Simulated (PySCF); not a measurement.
## Excitation energy of Cu by level of theory

Cu [Ar] 3d10 4s1 (2S) → Cu [Ar] 3d9 4s1 5s1 (4D), as a difference of total energies. All numbers are calculated (PySCF 2.14, scalar relativity by spin-free X2C-1e, in aug-cc-pVDZ-DK). Correlated levels: valence: [Ar] frozen. The calculations carry no spin-orbit coupling.

| method | excitation energy (eV) |
| --- | --- |
| UHF | 4.747 |
| LDA | 8.661 |
| PBE | 8.106 |
| PBE0 | 7.428 |
| r2SCAN | 7.777 |
| BP86 | 8.215 |
| wB97X | 7.870 |
| BHandHLYP | 6.914 |
| TPSSh | 7.624 |
| MP2 (valence) | 8.308 |
| SCS-MP2 (valence) | 7.918 |

Q: How much does correlation contribute at MP2 (valence)?

A: 8.308 − (4.747) = 3.561 eV, measured against UHF.

A first-order spin-orbit estimate (lowest level to lowest level, LS coupling) adds -0.104 eV.

The upper state lies above the first ionisation limit, but in LS coupling its spin forbids autoionisation to the ground ion. A Rydberg-like electron needs more diffuse functions than a valence basis has.

The promoted electron is Rydberg-like, and one or two diffuse shells describe it only roughly, which tends to raise the upper state.
